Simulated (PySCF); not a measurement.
**TDDFT excited states: C6H15N**

Ethyl isobutyl amine, C₆H₁₅N.
Z-matrix (Å and degrees, GFN2-xTB geometry), rows numbered from 1:
```
C 
C   1  1.5327
N   2  1.4478  1  115.61
C   3  1.4506  2  115.62  1   -69.01
C   4  1.5323  3  110.44  2  -172.73
C   5  1.5254  4  110.28  3    59.96
C   5  1.5262  4  110.41  3  -177.24
H   1  1.0888  2  110.26  3   -57.72
H   1  1.0876  2  110.91  3    62.67
H   1  1.0867  2  110.10  3  -177.38
H   2  1.0948  1  109.02  3   120.42
H   2  1.0936  1  109.58  3  -121.64
H   3  1.0162  2  109.74  1    55.57
H   4  1.1041  3  113.14  2    65.08
H   4  1.0944  3  107.39  2   -53.71
H   5  1.0966  4  108.04  3   -58.58
H   6  1.0860  5  109.72  4   -53.87
H   6  1.0876  5  110.17  4    65.49
H   6  1.0876  5  110.66  4  -174.39
H   7  1.0875  5  110.39  4   178.46
H   7  1.0880  5  110.32  4   -61.78
H   7  1.0881  5  110.94  4    58.30
```

Method used: TDDFT PBE0/def2-SVPD, vertical, gas phase, core orbitals frozen in the response (PySCF).

Task: Predict the UV-vis stick spectrum at this level.

Result: 

```tsv
state	E (eV)	λ (nm)	f	main configurations (H = HOMO, L = LUMO)
S1	5.81	213.5	0.012	H→L (89%)
S2	6.36	195.0	0.0083	H→L+2 (70%), H→L+1 (20%)
S3	6.48	191.3	0.0058	H→L+1 (60%), H→L+2 (25%), H→L+3 (11%)
S4	6.66	186.3	0.0037	H→L+3 (85%), H→L+1 (12%)
S5	7.23	171.6	0.018	H→L+4 (93%)
S6	7.43	166.9	0.012	H→L+5 (96%)
```

Triplets, Tamm–Dancoff:

| state | E (eV) | λ (nm) | main configurations (H = HOMO, L = LUMO) |
| --- | --- | --- | --- |
| T1 | 5.63 | 220.1 | H→L (81%) |
| T2 | 6.24 | 198.6 | H→L+2 (56%), H→L+1 (23%), H→L (14%) |

The lowest singlet lies at 5.81 eV (214 nm, ultraviolet) and is weak; its leading configuration is HOMO→LUMO (89%). The strongest level in the table is S5 at 7.23 eV (172 nm, f = 0.018). Löwdin shares by element: HOMO nitrogen 57%, carbon 24% or more (atoms not listed hold the other 19%); LUMO carbon 30% or more, hydrogen 7% or more (atoms not listed hold the other 63%). Weighted by f, the mean energy of these states is 6.77 eV. Of the 6 states listed, 3 reach f = 0.01 and none stays under 0.0005. Orbital energies (eV): HOMO-3 -9.21, HOMO-2 -9.13, HOMO-1 -8.93, HOMO -6.24, LUMO 0.76, LUMO+1 1.16, LUMO+2 1.33. No computed singlet lies in the visible range (380 to 750 nm); the lowest, at 214 nm, stands 2.54 eV above its violet end (3.26 eV). The window holds the lowest 6 singlets.

One conformer stands for the species.
